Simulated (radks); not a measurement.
Task: Isoelectronic series with 42 electrons, each ion in its NIST ground configuration. Calculated with a radial shooting solver on a logarithmic mesh with Libxc functionals: Dirac Kohn-Sham, PBE, spin-unpolarised, spherical densities, finite nucleus; open shells are shared between the two j in proportion to 2j + 1; Fermi nuclear charge, rms radius of each element as measured or else 0.836 A^(1/3) + 0.57 fm. Total energies (hartree) and orbital eigenvalues (eV):

ion,configuration,E (hartree),4d5/2,4d3/2
Mo,[Kr] 4d5 5s1,-4049.14502,-3.6735,-3.8773
Ru2+,[Kr] 4d6,-4530.52845,-23.9847,-24.3576
Cd6+,[Kr] 4d6,-5585.63775,-98.8173,-99.7689
Sn8+,[Kr] 4d6,-6159.67567,-148.6127,-149.9734
Te10+,[Kr] 4d6,-6765.07313,-205.9990,-207.8648
Xe12+,[Kr] 4d6,-7402.17897,-270.7567,-273.2366
Ba14+,[Kr] 4d6,-8071.3701,-342.7478,-345.9644
Ce16+,[Kr] 4d6,-8773.0665,-421.8798,-425.9706
Nd18+,[Kr] 4d6,-9507.7217,-508.0881,-513.2058

Estimate the row of Pd4+ ([Kr] 4d6).

Result: E (hartree) -5042.66753; 4d5/2 -57.0007; 4d3/2 -57.6267.
